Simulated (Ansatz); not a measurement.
Reaction (redistribution): `[F][InH][SH]` + `[SiH3]O[SiH2]O[SiH3]` → `[F][In]([SH])[O][SiH3]` + disiloxane

Program: Ansatz. Geometries: PBE0-D4/def2-TZVP. ΔE: electronic, gas phase. CCSD(T)/CBS is the MP2 limit (def2-TZVPP, def2-QZVPP) plus CCSD(T) − MP2 in def2-TZVPP, frozen cores. DFT in def2-TZVPP. B3LYP here is the variant with VWN-RPA as its local correlation; programs differ in this. def2 core potentials past Kr. For In outer-core shells are correlated without core-valence functions, which leaves a few kJ/mol of doubt a bond. Each species was taken in one conformer, which may not be the lowest.

Question: Is it downhill or uphill in electronic energy at CCSD(T)/CBS, and by how much? (Best estimate.)

Answer: The calculation gave: Uphill: ΔE = +0.99 eV.

Question: What do these levels give: BLYP-D4, B3LYP-D4, r2SCANh-D4, ωB97X-V, ωB97M-V, r2SCAN, BHLYP, CAM-B3LYP, MP2/def2-TZVPP, HF/def2-QZVPP, MP2/CBS(def2), CCSD/CBS(def2)? (Estimate.)

Answer: Ansatz gave: BLYP-D4 1.04, B3LYP-D4 1.09, r2SCANh-D4 1.10, ωB97X-V 1.04, ωB97M-V 1.10, r2SCAN 1.07, BHLYP 1.11, CAM-B3LYP 1.09, MP2/def2-TZVPP 0.99, HF/def2-QZVPP 1.10, MP2/CBS(def2) 0.97, CCSD/CBS(def2) 1.02 eV.

Largest T1 diagnostic among the species: 0.016.

From BLYP to BHLYP (50 % exact exchange), in def2-TZVPP and without D4, ΔE moves by +0.14 eV. The D4 term adds +0.05 eV with B3LYP and +0.03 eV with PBE0; it sums over pairs of atoms, weighted by their polarisabilities, and B3LYP, whose exchange is more repulsive, gets the larger term.
